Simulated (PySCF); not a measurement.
## Computed structure and properties of [Nd(H2O)8]3+

System: [Nd(H2O)8]3+ (singlet in the valence; each metal's 4f electrons, 3 of them, lie in its core potential, out of spins and levels); start: displaced along the imaginary mode (S8). Method: PySCF 2.14.0, RKS BP86, Nd lcecp-1-SVP with ECP49, O def2-SVP, H def2-SVP; non-relativistic Hamiltonian with scalar-relativistic core potentials where named; density fitting; no spin-orbit coupling.

Input of the relaxation:

```python
mol = gto.M(atom='''
Nd     0.00000     0.00000    -0.00000
O      2.17050     0.00776     1.28565
H      2.35930     0.21076     2.25060
H      3.06134    -0.25003     0.87079
O     -0.00776     2.17050     1.28565
H     -0.21076     2.35930     2.25060
H      0.25003     3.06134     0.87079
O     -2.17050    -0.00776     1.28565
H     -2.35930    -0.21076     2.25060
H     -3.06134     0.25003     0.87079
O      0.00776    -2.17050     1.28565
H      0.21076    -2.35930     2.25060
H     -0.25003    -3.06134     0.87079
O      1.52929     1.54026    -1.28565
H      2.34150     1.98790    -0.87079
H      1.51925     1.81730    -2.25060
O     -1.54026     1.52929    -1.28565
H     -1.98790     2.34150    -0.87079
H     -1.81730     1.51925    -2.25060
O     -1.52929    -1.54026    -1.28565
H     -2.34150    -1.98790    -0.87079
H     -1.51925    -1.81730    -2.25060
O      1.54026    -1.52929    -1.28565
H      1.98790    -2.34150    -0.87079
H      1.81730    -1.51925    -2.25060''',
    basis={'Nd': 'lcecp-1-SVP', 'O': 'def2-SVP', 'H': 'def2-SVP'},
    ecp={'Nd': 'lcecp-1-SVP'},
    charge=3, spin=0)
mf = dft.RKS(mol, xc='B88,P86')
mf.grids.atom_grid = (50, 194)  # f atoms: unpruned, at least (60, 302)
mf = mf.density_fit()  # fitting sets: Nd AutoAux, O def2-universal-JKFIT, H def2-universal-JKFIT
mf.conv_tol = 1e-08; mf.max_cycle = 55
mf.kernel(dm0)  # dm0: converged density of the start geometry
# quasi-Newton relaxation in Cartesian coordinates to a largest gradient under 0.00045 Eh/bohr, steps kept in the point group
```

Run from Python with OMP_NUM_THREADS=4; the lines above give its settings. Where DIIS fails, smearing, a level shift and second-order steps follow.
It took 8.6 min on 4 threads of Arm Neoverse N1, on a shared host, from the converged density of the start.

Course of the relaxation:

```
step  energy above end (eV)  largest force component within the symmetry (eV/Å)
   0                 0.6773                                               1.167
   1                 0.3515                                               0.134
   2                 0.3019                                               0.084
   3                 0.2610                                               0.797
   4                 0.2097                                               0.341
   5                 0.1784                                               0.297
   6                 0.1002                                               0.283
   7                 0.0732                                               0.413
  17                 0.0028                                               0.059
  18                 0.0013                                               0.067
  19                 0.0005                                               0.035
  20                 0.0002                                               0.020
  21                 0.0001                                               0.012
  22                 0.0000                                               0.011
```
(The steps between are left out.)

Relaxed geometry (S8):

```xyz
25

Nd    0.0000    0.0000    0.0008
O     2.1005    0.0029    1.3626
H     2.2986    0.5791    2.1346
H     2.9118   -0.5394    1.2434
O    -0.0029    2.1005    1.3626
H    -0.5791    2.2986    2.1346
H     0.5394    2.9118    1.2434
O    -2.1005   -0.0029    1.3626
H    -2.2986   -0.5791    2.1346
H    -2.9118    0.5394    1.2434
O     0.0029   -2.1005    1.3626
H     0.5791   -2.2986    2.1346
H    -0.5394   -2.9118    1.2434
O     1.4802    1.4885   -1.3629
H     2.4371    1.6804   -1.2436
H     1.2111    2.0356   -2.1344
O    -1.4885    1.4802   -1.3629
H    -1.6804    2.4371   -1.2436
H    -2.0356    1.2111   -2.1344
O    -1.4802   -1.4885   -1.3629
H    -2.4371   -1.6804   -1.2436
H    -1.2111   -2.0356   -2.1344
O     1.4885   -1.4802   -1.3629
H     1.6804   -2.4371   -1.2436
H     2.0356   -1.2111   -2.1344
```

| contact | Å |
| --- | --- |
| Nd1–O2 (H2O) | 2.503 |
| Nd1–O5 (H2O) | 2.503 |
| Nd1–O8 (H2O) | 2.503 |
| Nd1–O11 (H2O) | 2.503 |
| Nd1–O14 (H2O) | 2.503 |
| Nd1–O17 (H2O) | 2.503 |
| Nd1–O20 (H2O) | 2.503 |
| Nd1–O23 (H2O) | 2.503 |

On the finer grid (75, 302):

```json
{
 "HOMO": "-19.21 eV",
 "LUMO": "-12.67 eV",
 "Dipole about the centre of mass": "0.01 D",
 "Set of Mulliken populations of Nd1 outside the core potential": "s 2.26, p 6.49, d 1.42, f 0.07",
 "D3(BJ) dispersion energy (not in the energies)": "-0.949 eV"
}
```

```tsv
atom	Mulliken (e)	Löwdin (e)	spin (e)
Nd1	0.77	0.44	0.00
O2	-0.27	0.00	0.00
H3	0.27	0.16	0.00
H4	0.27	0.16	0.00
O5	-0.27	0.00	0.00
H6	0.27	0.16	0.00
H7	0.27	0.16	0.00
O8	-0.27	0.00	0.00
H9	0.27	0.16	0.00
H10	0.27	0.16	0.00
O11	-0.27	0.00	0.00
H12	0.27	0.16	0.00
H13	0.27	0.16	0.00
O14	-0.27	0.00	0.00
H15	0.27	0.16	0.00
H16	0.27	0.16	0.00
O17	-0.27	0.00	0.00
H18	0.27	0.16	0.00
H19	0.27	0.16	0.00
O20	-0.27	0.00	0.00
H21	0.27	0.16	0.00
H22	0.27	0.16	0.00
O23	-0.27	0.00	0.00
H24	0.27	0.16	0.00
H25	0.27	0.16	0.00
```

The 4f levels lie in the core potential and are missing. Their spin isn't counted.

On the grid (50, 194), as all that follows. Harmonic modes: a minimum within the noise of the softest modes; lowest 33 cm⁻¹ (negative: unstable), highest 3686 cm⁻¹, zero-point energy 5.259 eV.

Taking off one H2O (charge 0, singlet; the rest: singlet) in vacuum, both parts rigid, costs 1.96 eV; the small basis without counterpoise inflates it. Parting with an electron moved from the ligand to the metal can be far cheaper, even downhill.

Rigid scan of H2O along the line from its metal, all other atoms held (where the atom bridges, its other bond changes as well):

```tsv
distance to O2 (Å)	energy (eV)
2.20	0.334
2.30	0.126
2.40	0.027
2.50	0.000
2.60	0.020
2.70	0.068
2.90	0.208
```

One start shape was tried, so this needn't be the lowest isomer.

An lcecp potential fixes the number of 4f electrons, so in runs with it no electron can move into or out of that shell.
